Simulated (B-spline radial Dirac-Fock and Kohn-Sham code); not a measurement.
Form factor and incoherent scattering function of Te¹⁸⁺

System: the Te¹⁸⁺ ion, 1s2 2s2 2p6 3s2 3p6 3d10 4s2 4p4.

Level of theory: Dirac-Fock densities; a radial atomic solver. f₀ is the Fourier transform of the spherical electron density, S the Waller-Hartree incoherent function, and s = sin θ/λ. The electron scattering factor follows from the Mott-Bethe formula f_e = 0.023934 Å⁻¹·(Z − f₀)/s².

```tsv
s (Å⁻¹)	f₀	S	f_e (Å)
0	34.000	0.000	–
0.05	33.899	0.105	173.287
0.06	33.855	0.151	120.631
0.08	33.744	0.267	68.272
0.09	33.676	0.336	54.143
0.11	33.519	0.498	36.555
0.14	33.228	0.793	22.922
0.16	33.000	1.023	17.764
0.2	32.464	1.549	11.689
0.24	31.835	2.150	8.379
0.29	30.938	2.978	5.994
0.35	29.735	4.037	4.350
0.42	28.219	5.301	3.227
0.5	26.426	6.715	2.448
0.61	24.008	8.537	1.801
0.73	21.582	10.335	1.366
0.88	18.960	12.328	1.021
1.06	16.347	14.413	0.759
1.28	13.695	16.626	0.560
1.54	11.090	18.901	0.413
1.86	8.631	21.286	0.300
2.24	6.757	23.581	0.216
2.69	5.565	25.662	0.154
```

f₀ starts at the number of electrons, 34, and has fallen to half at s ≈ 1.01 Å⁻¹. The sum of ⟨r²⟩ over the electrons is 5.475 bohr². For an ion f_e diverges as s goes to zero, because of the net charge.

Values without a named source are computed, but for edge energies of neutral atoms, which are taken from tables.
